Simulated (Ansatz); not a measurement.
A run for Ansatz (a program for electronic structure): R-PBE/def2-TZVPP on C3H7Cl (SMILES CC(C)Cl).

Ansatz 0.2 input:
```yaml
crystal:
  periodic: [false, false, false]
  atoms:
    - {symbol: C, position_ang: [1.20793613, 0.47447007, -0.01712759]}
    - {symbol: C, position_ang: [0.07785944, -0.51924319, -0.19823066]}
    - {symbol: C, position_ang: [-1.29473061, 0.07136389, 0.05576960]}
    - {symbol: Cl, position_ang: [0.33876377, -1.93512476, 0.92924623]}
    - {symbol: H, position_ang: [1.20321984, 0.88275252, 0.99437777]}
    - {symbol: H, position_ang: [1.08264662, 1.30008204, -0.72261546]}
    - {symbol: H, position_ang: [2.17599030, 0.00938225, -0.19797115]}
    - {symbol: H, position_ang: [0.12091485, -0.96595728, -1.19028956]}
    - {symbol: H, position_ang: [-1.36095553, 0.46976473, 1.06905683]}
    - {symbol: H, position_ang: [-1.47503098, 0.88809796, -0.64813651]}
    - {symbol: H, position_ang: [-2.07661383, -0.67558823, -0.07407950]}
basis:
  gaussian:
    orbitals: def2-TZVPP
hamiltonian:
  xc: {name: PBE}
scf: {lower_state_search: off}
```

Output:

```
WARN ansatz: RAYON_NUM_THREADS=1 ignored (pool sized by the plan → 1); use --threads N
Functional definition: PBE
these checks for a lower state are left out or cut short: stability, starts, cluster_reference, orbital_swaps, neighbouring_geometries, increment
integrals: 0.15 GiB planned
1247 factors; their error is unknown
mean field: 1.12 GiB planned
mean field evaluation 1: about -15725.4349 eV, gradient 7.9e1 eV
mean field evaluation 2: about -15694.9433 eV, gradient 1.3e2 eV
mean field evaluation 4: about -15739.8770 eV, gradient 1.2e1 eV
mean field evaluation 8: about -15740.1974 eV, gradient 2.1e-1 eV
mean field evaluation 16: about -15740.1587 eV, gradient 5.6e-4 eV
mean field -15740.15866878 eV, -578.4401620150 hartree, gradient 3.4e-6 eV, S^2 0.000000; 0 other end points of the search recorded, 0 dependent functions left out
reference -15740.15870924 eV, -578.4401635020 hartree; 21, 21 occupied and 212, 212 virtual orbitals, 1247 factors
Total energy: -15740.15870924 eV, -578.4401635020 hartree
Checks for a lower state left out: stability, starts, cluster_reference, orbital_swaps, neighbouring_geometries, increment
```

Self-consistency was reached.

Cost: roughly 4 core-seconds.
